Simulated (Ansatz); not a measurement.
Relaxation of C2H5AlS (9 atoms, charge 0, multiplicity 1), to a largest force component of 0.015 eV/Å in at most 40 steps.

Computed with RKS B3LYP-D4/6-31G* in Ansatz.

```xyz
9
Properties=species:S:1:pos:R:3:forces:R:3
C -0.895 1.030 0.008 -0.22 0.49 -0.45
C -0.509 0.213 0.982 0.31 -0.17 0.59
S 1.199 -0.114 1.389 0.53 -0.09 0.49
Al 1.178 -0.988 -0.626 -0.13 0.30 0.11
H -1.939 1.235 -0.165 -0.35 -0.03 -0.10
H -0.180 1.561 -0.605 0.03 0.09 -0.09
H -1.215 -0.253 1.654 -0.28 -0.20 -0.03
H 1.156 -0.005 -1.808 0.15 0.39 -0.57
H 1.166 -2.496 -0.908 -0.05 -0.79 0.04
```

Task: Where does it end, and by what steps?

Result: The run converged. After 12 steps the energy has fallen by 0.254 eV; H9 moved furthest, 0.79 Å. Joined: C2–Al4.

```json
{"step": "0", "energy less start (eV)": "0.0000", "largest force component (eV/Å)": "0.786", "accepted": "yes"}
{"step": "1", "energy less start (eV)": "-0.0446", "largest force component (eV/Å)": "1.277", "accepted": "yes"}
{"step": "2", "energy less start (eV)": "-0.1142", "largest force component (eV/Å)": "0.574", "accepted": "yes"}
{"step": "3", "energy less start (eV)": "-0.1706", "largest force component (eV/Å)": "0.271", "accepted": "yes"}
{"step": "4", "energy less start (eV)": "-0.2066", "largest force component (eV/Å)": "0.278", "accepted": "yes"}
{"step": "5", "energy less start (eV)": "-0.2308", "largest force component (eV/Å)": "0.381", "accepted": "yes"}
{"step": "6", "energy less start (eV)": "-0.2248", "largest force component (eV/Å)": "0.431", "accepted": "no"}
{"step": "7", "energy less start (eV)": "-0.2477", "largest force component (eV/Å)": "0.122", "accepted": "yes"}
{"step": "8", "energy less start (eV)": "-0.2484", "largest force component (eV/Å)": "0.089", "accepted": "yes"}
{"step": "9", "energy less start (eV)": "-0.2524", "largest force component (eV/Å)": "0.143", "accepted": "yes"}
{"step": "10", "energy less start (eV)": "-0.2540", "largest force component (eV/Å)": "0.017", "accepted": "yes"}
{"step": "11", "energy less start (eV)": "-0.2540", "largest force component (eV/Å)": "0.017", "accepted": "yes"}
{"step": "12", "energy less start (eV)": "-0.2541", "largest force component (eV/Å)": "0.003", "accepted": "yes"}
```

```xyz
9
Properties=species:S:1:pos:R:3
C -0.854 0.896 -0.027
C -0.374 0.185 1.023
S 1.357 0.058 1.437
Al 1.011 -0.769 -0.637
H -1.907 0.844 -0.293
H -0.239 1.612 -0.567
H -1.057 -0.447 1.590
H 1.584 0.044 -1.866
H 0.440 -2.239 -0.736
```

Whether the end is a true minimum wasn't checked by a vibrational analysis.

Time of the run: 59 s on 1 thread of Arm Neoverse V1, with other jobs on the host, peak memory 0.15 GiB.
